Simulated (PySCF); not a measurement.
RbSr: frontier orbitals

PBE at R = 4.713 Å; basis Rb def2-SVPD with ECP28, Sr def2-SVPD with ECP28; scalar-relativistic core potentials; PySCF 2.14. State: ²Σ⁺ (doublet), unpaired electrons σ ↑. Only the outer orbitals are listed, counted within each symmetry, core potentials removing the inner ones.

```json
{"spin": "α", "orbital": "1π", "occ.": "1", "ε (eV)": "-22.99", "on Rb (%)": "0", "main shells (%)": "100 Sr p"}
{"spin": "α", "orbital": "1π", "occ.": "1", "ε (eV)": "-22.99", "on Rb (%)": "0", "main shells (%)": "100 Sr p"}
{"spin": "α", "orbital": "3σ", "occ.": "1", "ε (eV)": "-22.94", "on Rb (%)": "0", "main shells (%)": "100 Sr p"}
{"spin": "α", "orbital": "2π", "occ.": "1", "ε (eV)": "-16.02", "on Rb (%)": "100", "main shells (%)": "100 Rb p"}
{"spin": "α", "orbital": "2π", "occ.": "1", "ε (eV)": "-16.02", "on Rb (%)": "100", "main shells (%)": "100 Rb p"}
{"spin": "α", "orbital": "4σ", "occ.": "1", "ε (eV)": "-15.98", "on Rb (%)": "100", "main shells (%)": "100 Rb p"}
{"spin": "α", "orbital": "5σ", "occ.": "1", "ε (eV)": "-3.63", "on Rb (%)": "16", "main shells (%)": "84 Sr s, 11 Rb s"}
{"spin": "α", "orbital": "6σ", "occ.": "1", "ε (eV)": "-2.40", "on Rb (%)": "70", "main shells (%)": "70 Rb s, 17 Sr p, 9 Sr s"}
{"spin": "α", "orbital": "3π", "occ.": "0", "ε (eV)": "-1.42", "on Rb (%)": "33", "main shells (%)": "48 Sr p, 27 Rb p, 20 Sr d"}
{"spin": "α", "orbital": "3π", "occ.": "0", "ε (eV)": "-1.42", "on Rb (%)": "33", "main shells (%)": "48 Sr p, 27 Rb p, 20 Sr d"}
{"spin": "α", "orbital": "7σ", "occ.": "0", "ε (eV)": "-1.28", "on Rb (%)": "43", "main shells (%)": "53 Sr p, 21 Rb s, 21 Rb p"}
{"spin": "β", "orbital": "1π", "occ.": "1", "ε (eV)": "-22.97", "on Rb (%)": "0", "main shells (%)": "100 Sr p"}
{"spin": "β", "orbital": "1π", "occ.": "1", "ε (eV)": "-22.97", "on Rb (%)": "0", "main shells (%)": "100 Sr p"}
{"spin": "β", "orbital": "3σ", "occ.": "1", "ε (eV)": "-22.91", "on Rb (%)": "0", "main shells (%)": "100 Sr p"}
{"spin": "β", "orbital": "2π", "occ.": "1", "ε (eV)": "-15.94", "on Rb (%)": "100", "main shells (%)": "100 Rb p"}
{"spin": "β", "orbital": "2π", "occ.": "1", "ε (eV)": "-15.94", "on Rb (%)": "100", "main shells (%)": "100 Rb p"}
{"spin": "β", "orbital": "4σ", "occ.": "1", "ε (eV)": "-15.91", "on Rb (%)": "100", "main shells (%)": "100 Rb p"}
{"spin": "β", "orbital": "5σ", "occ.": "1", "ε (eV)": "-3.48", "on Rb (%)": "10", "main shells (%)": "89 Sr s"}
{"spin": "β", "orbital": "6σ", "occ.": "0", "ε (eV)": "-1.97", "on Rb (%)": "64", "main shells (%)": "65 Rb s, 21 Sr p"}
{"spin": "β", "orbital": "3π", "occ.": "0", "ε (eV)": "-1.34", "on Rb (%)": "18", "main shells (%)": "48 Sr p, 35 Sr d, 12 Rb p"}
{"spin": "β", "orbital": "3π", "occ.": "0", "ε (eV)": "-1.34", "on Rb (%)": "18", "main shells (%)": "48 Sr p, 35 Sr d, 12 Rb p"}
```

Q: Which are the highest filled and the lowest empty level, where do they sit, and how wide is the gap?

A: Highest filled α 6σ at -2.40 eV (in %: 70 Rb s, 17 Sr p, 9 Sr s); lowest empty β 6σ at -1.97 eV (in %: 65 Rb s, 21 Sr p); the gap at PBE is 0.43 eV.

- bond order (Mayer): 0.59
- ⟨S²⟩: 0.753
- charge on Rb (Mulliken, basis-dependent): 0.04
- charge on Rb (Löwdin, basis-dependent): -0.12
- dipole moment (positive dipole means Rb(−)Sr(+)): -1.48 D
- polarisability along the bond: 870.9 bohr³
- polarisability across the bond: 402.8 bohr³

Spin–orbit coupling is left out. The state is the lowest determinant that a PBE0 search found; another state may lie lower at other levels.
